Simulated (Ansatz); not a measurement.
Reaction (cleavage of the Si–Si bond): `B[SiH2][SiH2]O` + `O[SiH2]F` → `B[SiH2]O[SiH2]F` + silanol

Gas-phase electronic energies from Ansatz, PBE0-D4/def2-TZVP geometries. CCSD(T)/CBS is the MP2 limit (def2-TZVPP, def2-QZVPP) plus CCSD(T) − MP2 in def2-TZVPP, frozen cores. Functionals use def2-TZVPP. One conformer a species, not always the lowest.

Is it downhill or uphill in electronic energy at CCSD(T)/CBS, and by how much? (Estimate.)

The calculation gave: Downhill: ΔE = -98.3 kJ/mol.

What do these levels give: PBE-D4, PBE0-D4, ωB97M-V, B2PLYP, PBE, r2SCAN, PBE0, SCS-MP2/def2-TZVPP, CCSD/def2-TZVPP, CCSD(T)/def2-TZVPP, SCS-MP2/def2-QZVPP, CCSD/CBS(def2)? (Estimate.)

Computed: PBE-D4 -65.9, PBE0-D4 -78.0, ωB97M-V -100.0, B2PLYP -101.7, PBE -65.4, r2SCAN -86.2, PBE0 -77.5, SCS-MP2/def2-TZVPP -111.4, CCSD/def2-TZVPP -103.4, CCSD(T)/def2-TZVPP -98.1, SCS-MP2/def2-QZVPP -112.2, CCSD/CBS(def2) -103.6 kJ/mol.

Largest T1 diagnostic among the species: 0.014.

In def2-TZVPP, CCSD(T) changes the Hartree–Fock value by +33.4 kJ/mol (the triples alone add +5.4 kJ/mol) and MP2 by +27.1 kJ/mol. From PBE to PBE0 (25 % exact exchange), in def2-TZVPP and without D4, ΔE moves by −12.1 kJ/mol.
